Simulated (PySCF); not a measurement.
Radial density of O⁺ (oxygen, charge +1)

revPBE, [He] 2s2 2p3, high-spin 4S determinant. Computed with PySCF 2.14 in aug-cc-pVQZ-DK (6s5p4d3f2g, 80 functions), with the spin-free X2C one-electron Hamiltonian (Gaussian nucleus).

| r (bohr) | 4πr²ρ (e/bohr) | 4πr²(ρα − ρβ) |
| --- | --- | --- |
| 0.00307 | 0.03796 | 0.0000 |
| 0.00517 | 0.1016 | -0.0001 |
| 0.00870 | 0.2676 | -0.0002 |
| 0.0146 | 0.6811 | -0.0005 |
| 0.0246 | 1.632 | -0.0008 |
| 0.0414 | 3.515 | 0.0001 |
| 0.0696 | 6.339 | 0.0103 |
| 0.117 | 8.508 | 0.0677 |
| 0.197 | 7.120 | 0.3007 |
| 0.331 | 3.592 | 1.0235 |
| 0.557 | 3.623 | 2.2180 |
| 0.937 | 4.301 | 2.4198 |
| 1.58 | 1.735 | 0.9882 |
| 2.65 | 0.1569 | 0.1023 |
| 4.46 | 0.002304 | 0.0020 |

Densities and radii are taken from the X2C orbitals without a picture-change correction, which distorts them close to the nucleus.
